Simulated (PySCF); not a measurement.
**`InChI=1S/C9H10Se/c1-10-9-6-7-2-4-8(9)5-3-7/h2-8H,1H3/t7-,8+`**

Geometry:
```json
{"atom": "C1", "x (Å)": "3.443", "y (Å)": "0.594", "z (Å)": "0.631"}
{"atom": "Se2", "x (Å)": "2.181", "y (Å)": "-0.606", "z (Å)": "1.473"}
{"atom": "C3", "x (Å)": "0.669", "y (Å)": "-0.198", "z (Å)": "0.436"}
{"atom": "C4", "x (Å)": "0.528", "y (Å)": "0.655", "z (Å)": "-0.584"}
{"atom": "C5", "x (Å)": "-0.901", "y (Å)": "0.673", "z (Å)": "-1.139"}
{"atom": "C6", "x (Å)": "-1.219", "y (Å)": "-0.774", "z (Å)": "-1.524"}
{"atom": "C7", "x (Å)": "-1.072", "y (Å)": "-1.624", "z (Å)": "-0.510"}
{"atom": "C8", "x (Å)": "-0.632", "y (Å)": "-0.939", "z (Å)": "0.784"}
{"atom": "C9", "x (Å)": "-1.662", "y (Å)": "0.157", "z (Å)": "1.064"}
{"atom": "C10", "x (Å)": "-1.808", "y (Å)": "1.004", "z (Å)": "0.048"}
{"atom": "H11", "x (Å)": "4.397", "y (Å)": "0.484", "z (Å)": "1.162"}
{"atom": "H12", "x (Å)": "3.093", "y (Å)": "1.632", "z (Å)": "0.717"}
{"atom": "H13", "x (Å)": "3.578", "y (Å)": "0.325", "z (Å)": "-0.426"}
{"atom": "H14", "x (Å)": "1.305", "y (Å)": "1.289", "z (Å)": "-1.011"}
{"atom": "H15", "x (Å)": "-1.017", "y (Å)": "1.373", "z (Å)": "-1.975"}
{"atom": "H16", "x (Å)": "-1.523", "y (Å)": "-1.041", "z (Å)": "-2.537"}
{"atom": "H17", "x (Å)": "-1.234", "y (Å)": "-2.702", "z (Å)": "-0.553"}
{"atom": "H18", "x (Å)": "-0.510", "y (Å)": "-1.638", "z (Å)": "1.621"}
{"atom": "H19", "x (Å)": "-2.196", "y (Å)": "0.201", "z (Å)": "2.014"}
{"atom": "H20", "x (Å)": "-2.485", "y (Å)": "1.860", "z (Å)": "0.028"}
```

Method used: TDDFT CAM-B3LYP/def2-SVPD excited states, vertical, gas phase (PySCF). Geometry: PBE0-D3(BJ)/def2-SVP.

The calculation is non-relativistic, which matters for the atoms heavier than Zn.

Task: Give the one- and two-photon strengths of the lowest singlets.

Result: δ for parallel linear polarisation; σ at the peak of a Lorentzian of half width 0.1 eV, single beam; Ω is circular over linear.
```
state  E (eV)      f  photon λ (nm)  δ (au)  σ (GM)     Ω                                  main
   S1    4.51  0.000            550    13.5    0.10  1.50      HOMO→LUMO 0.73, HOMO→LUMO+2 0.09
   S2    4.79  0.007            518    8.57    0.07  0.71    HOMO→LUMO+2 0.55, HOMO→LUMO+1 0.17
   S3    4.80  0.058            516    73.9    0.62  0.68    HOMO→LUMO+1 0.77, HOMO→LUMO+2 0.15
   S4    5.49  0.031            452     167    1.84  1.50                      HOMO→LUMO+3 0.82
   S5    5.56  0.000            446    7.76    0.09  1.50                      HOMO→LUMO+4 0.80
   S6    5.74  0.003            432    1.51    0.02  1.50  HOMO−1→LUMO 0.55, HOMO−1→LUMO+2 0.21
```

Among these, the strongest one-photon state is S3, the strongest two-photon state S4, with a dipole change of 7.6 D (relaxed, norm of the difference vector).
